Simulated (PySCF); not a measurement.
Cd(Me) (CH₃Cd), SMILES [CH3][Cd] (connectivity only; charge and spin as stated), neutral, multiplicity 2.

The structure is a stationary point at B3LYP-D3(BJ)/def2-TZVP. The multiplicity is an assumed one; other spin states were not compared. The isomer is the one that the SMILES or the coordinates give; other isomers of the formula were not compared. The def2 effective core potentials stand for the cores of Cd; spin–orbit coupling is left out.

Calculation: C-PCM-ωB97X/def2-TZVPD in PySCF.

The values are the electrostatic part of the solvation free energy, E(continuum) − E(gas) at the gas-phase geometry, in a cavity of scaled van der Waals radii (PySCF's table); cavitation and dispersion terms are not included. A continuum can't describe solvent molecules that bind to the metal. The dipole moment in vacuum is 0.14 D.

Q: Estimate the values in water (ε = 78.36), ethanol (ε = 24.85), tetrahydrofuran (ε = 7.43). (The exact figures need the calculation; the answer reports its results.)

A: 
```json
[
 {"solvent": "water", "ε": "78.36", "ΔG(elec) (kcal/mol)": "-2.4", "dipole (D)": "0.72"},
 {"solvent": "ethanol", "ε": "24.85", "ΔG(elec) (kcal/mol)": "-2.3", "dipole (D)": "0.68"},
 {"solvent": "tetrahydrofuran", "ε": "7.43", "ΔG(elec) (kcal/mol)": "-2.1", "dipole (D)": "0.54"}
]
```
